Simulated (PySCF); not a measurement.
A small calculation by hand: chemical shift, span and skew from a shielding tensor

C₂H₃FSi, SMILES C#C[SiH2]F. Atoms are numbered in the order given.

```xyz
7

Si     0.4966     0.6199     0.0000
F     -0.8533     1.5200     0.0000
C      0.0362    -1.1473     0.0000
C     -0.2520    -2.3293     0.0000
H      1.2653     0.9378    -1.2303
H      1.2653     0.9378     1.2303
H     -0.5088    -3.3744     0.0000
```

The structure is a stationary point at PBE0-D3(BJ)/def2-SVP.

GIAO shieldings from PBE0/pcSseg-1 (PySCF), non-relativistic, no solvent. The symmetric part of the tensor of C3 has the principal values 0.3, 8.6, 289.6 ppm. The same nucleus in TMS has σ = 186.3 ppm at this level (PySCF, at its B3LYP-D3(BJ)/def2-TZVP geometry).

Problem. Work out the isotropic shielding, the ¹³C shift against TMS, the span and the skew.

Solution. 
σ(iso) = (σ11 + σ22 + σ33)/3 = 99.5 ppm. δ = σ(ref) − σ(iso) = 186.3 − (99.5) = 86.8 ppm.
Span Ω = σ33 − σ11 = 289.3 ppm. Skew κ = 3(σ(iso) − σ22)/Ω = 0.94. Tumbling in solution averages the tensor to δ; in a static solid the shielding alone would spread this spin-1/2 line over Ω.
